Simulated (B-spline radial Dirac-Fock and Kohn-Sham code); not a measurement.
Level of theory: Dirac-Fock energy differences between relaxed states, corrected for Breit and QED terms; a radial atomic solver. Free neutral atoms.

Q: Order these X-ray lines by photon energy, lowest first.
A. Gd Mγ
B. Ga Lβ6
C. Cu Lβ1
D. As Lβ6
E. Ga Lβ1
F. Pb Mα1

A: C (951.2 eV), B (1113.8 eV), E (1126.8 eV), D (1314.0 eV), A (1402.4 eV), F (2348.2 eV).

Values without a named source are computed, but for edge energies of neutral atoms, which are taken from tables.
